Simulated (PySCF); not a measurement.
trifluoro(fluorosilyloxy)silane (F₄H₂OSi₂), SMILES F[SiH2]O[Si](F)(F)F. Atoms are numbered in the order given.

```xyz
9

Si     1.8531     0.5330     0.8056
F      2.4477    -0.9535     0.5951
O      0.4056     0.6220     0.0081
Si    -1.0260    -0.0081    -0.3785
F     -2.1271     1.1400    -0.4385
F     -1.4847    -1.0863     0.7023
F     -0.9721    -0.7198    -1.8013
H      1.6287     0.7415     2.2544
H      2.7727     1.5095     0.1836
```

The structure is a stationary point at PBE0-D3(BJ)/def2-SVP. The values are those of a single conformer.

These are PBE/def2-TZVP (PySCF) values and carry that method's errors.

ESP charges are fitted to the potential on shells at 1.4 to 2.0 van der Waals radii. Atomic charges (e):

```csv
atom,ESP fit,Mulliken,IAO
Si1,0.54,0.51,1.26
F2,-0.23,-0.28,-0.51
O3,-0.39,-0.25,-0.85
Si4,0.95,0.81,1.89
F5,-0.26,-0.25,-0.50
F6,-0.25,-0.25,-0.50
F7,-0.25,-0.25,-0.50
H8,-0.06,-0.03,-0.15
H9,-0.05,-0.02,-0.14
```

Task: Give the Mayer and Wiberg (Löwdin basis) orders of the bonds. (The exact figures need the calculation; the answer reports its results.)

Result: 
```csv
bond,Mayer,Wiberg
Si1–F2,1.16,1.77
Si1–O3,1.14,1.55
O3–Si4,1.24,1.63
Si4–F5,1.22,1.77
Si4–F6,1.20,1.76
Si4–F7,1.21,1.77
Si1–H8,0.93,0.94
Si1–H9,0.93,0.95
```
